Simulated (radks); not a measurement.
Q: The ytterbium ion Yb2+ is in [Xe] 4f14. Calculated with a radial shooting solver on a logarithmic mesh with Libxc functionals: scalar-relativistic Kohn-Sham, r2SCAN, spin-polarised, spherical densities, finite nucleus; meta-GGA in the generalised Kohn-Sham scheme; Fermi nuclear charge, rms radius of each element as measured or else 0.836 A^(1/3) + 0.57 fm. Open shells are filled with parallel spins first. One electron is removed from 4f, 5p, 4d, 5s in turn, with full relaxation. Which removal costs least, and what does each cost?

A: 4f 26.130 eV; 5p 49.486 eV; 5s 78.181 eV; 4d 205.03 eV. The 4f electron leaves first.
